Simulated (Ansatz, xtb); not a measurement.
**C4H4F4S: which of two isomers lies lower**

Structure X: `F[C@@H]1SC[C@H]1C(F)(F)F`, a singlet. Structure Y: `FCC(=S)CC(F)(F)F`, a singlet. Both are isolated molecules in the gas phase, relaxed with B3LYP-D3(BJ)/def2-SVP; each stands in its lowest conformer found.

Q: Estimate which is lower in electronic energy at CCSD(T)/def2-SVP + ΔMP2/def2-TZVPP, and by roughly how much.

A: Not settled: CCSD(T)/def2-SVP + ΔMP2/def2-TZVPP gives E(Y) − E(X) = +2.5 kcal/mol, but this leans on the basis-set step: CCSD(T) alone gives −1.8 kcal/mol.

Level by level:

```
                             level               geometry  E(Y) − E(X) (kcal/mol)  departure from the last row (kcal/mol)  job, with rough time for the two
                          GFN2-xTB               GFN2-xTB                      +6.5                                    +4.0              optimisation, 0.19 s
                         HF/STO-3G               GFN2-xTB                     +32.9                                   +30.4               single point, 0.5 s
                r2SCAN-D4/def2-SVP               GFN2-xTB                      +1.2                                    −1.3               single point, 5.1 s
             B3LYP-D3(BJ)/def2-SVP  B3LYP-D3(BJ)/def2-SVP                      +0.1                                    −2.5                optimisation, 48 s
                       HF/def2-SVP  B3LYP-D3(BJ)/def2-SVP                      −1.6                                    −4.1           part of the CCSD(T) run
                      MP2/def2-SVP  B3LYP-D3(BJ)/def2-SVP                      −1.3                                    −3.8           part of the CCSD(T) run
                  CCSD(T)/def2-SVP  B3LYP-D3(BJ)/def2-SVP                      −1.8                                    −4.3                      single point
CCSD(T)/def2-SVP + ΔMP2/def2-TZVPP  B3LYP-D3(BJ)/def2-SVP                      +2.5                                                     single point, 2.5 min
```

As drawn, Y has 1 C=S in place of 2 C–S. Structure X has a 4-membered ring, Y no ring.

HF/def2-SVP, MP2/def2-SVP, CCSD(T)/def2-SVP put the two in the other order. B3LYP-D3(BJ)/def2-SVP finds them nearly level. The largest departure from CCSD(T)/def2-SVP + ΔMP2/def2-TZVPP is that of HF/STO-3G, 30.4 kcal/mol. The last row adds to CCSD(T) the change of the MP2 difference between the two basis sets, here +4.3 kcal/mol, a large step that makes the value less sure.

With thermal terms from frequencies at re-optimised GFN2-xTB minima (ideal gas, soft modes damped towards free rotors, one conformer each, 298.15 K, 1 atm): the zero-point term adds −0.7 kcal/mol; ΔH is +2.2 and ΔG +1.1 kcal/mol.

The correlated steps freeze 13 core orbitals. Mirror images aren't counted in ΔG. Programs: Ansatz 0.2.0, xtb 6.7.1; the last row on 4 threads of Arm Neoverse V2 on a shared host.
